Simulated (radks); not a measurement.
Spherical quantum dot in the effective-mass picture: electrons in a parabolic well V = omega^2 r^2 / 2 with omega = 1.35, all in effective atomic units (hartree* = m*/eps^2 hartree, bohr* = eps/m* bohr), one dielectric constant everywhere. Calculated with a radial shooting solver with Libxc functionals: non-relativistic Kohn-Sham, PBEsol, spin-polarised, spherical densities. Levels are named by radial order and angular momentum (1s, 1p, 1d, 2s, ...), and open shells are averaged over m. Results are scaled to m* = 0.032 and eps = 8.4, for which hartree* = 12.34 meV and bohr* = 13.89 nm.

N = 35, configuration 1s2 1p6 1d10 2s2 1f14 2p(up 1, down 0). This is the lowest configuration that the search found. Occupied and some empty levels:

| level | occupation | eigenvalue (meV) | <r> (nm) |
|---|---|---|---|
| 1s up | 1 | 227.11 | 20.85 |
| 1s down | 1 | 227.36 | 21.03 |
| 1p up | 3 | 234.15 | 26.56 |
| 1p down | 3 | 234.28 | 26.65 |
| 1d up | 5 | 241.86 | 30.47 |
| 1d down | 5 | 241.94 | 30.48 |
| 2s up | 1 | 243.03 | 26.57 |
| 2s down | 1 | 243.25 | 26.41 |
| 1f up | 7 | 250.27 | 33.43 |
| 1f down | 7 | 250.35 | 33.41 |
| 2p up | 1 | 252.54 | 29.30 |
| 2p down | 0 | 252.81 | 29.31 |
| 1g up | 0 | 259.40 | 35.84 |
| 1g down | 0 | 259.49 | 35.81 |
| 2d up | 0 | 262.73 | 32.03 |
| 2d down | 0 | 262.93 | 32.11 |
| 3s up | 0 | 263.95 | 29.96 |
| 3s down | 0 | 264.10 | 29.95 |

Energy (meV): total 5473.12, kinetic 567.79, external 2018.6, Hartree 3120.8, exchange-correlation -234.13.
